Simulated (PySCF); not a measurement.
C4H10OSi, SMILES CC1([SiH2]O)CC1. Geometry optimised at PBE-D3(BJ)/def2-SVP. The structure was generated by enumeration, and PubChem lists no compound with its InChIKey, so it may never have been made. One conformer was computed; it need not be the lowest.

Task: Give the equilibrium geometry at PBE-D3(BJ)/def2-SVP (PySCF confirms it by a frequency run) as a Z-matrix. (An estimate is asked for; the answer gives what the named calculation found.)

Result: One answer among several that fit: 
```
C
C 1 1.5213
H 2 1.1099 1 111.19
H 2 1.1103 3 107.36 1 122.03
H 2 1.1109 3 107.76 4 115.60
C 1 1.5227 2 118.34 3 -156.54
H 6 1.1025 1 116.77 2 -1.23
H 6 1.1031 7 113.82 1 145.18
C 6 1.5042 7 118.14 8 145.63
H 9 1.1026 6 118.03 7 -0.10
H 9 1.1031 10 113.91 6 145.31
Si 1 1.8785 2 115.97 3 58.09
O 12 1.6885 1 112.39 2 -55.96
H 13 0.9731 12 114.11 1 -57.98
H 12 1.5007 13 104.09 14 -178.58
H 12 1.5125 15 110.07 13 120.33
```
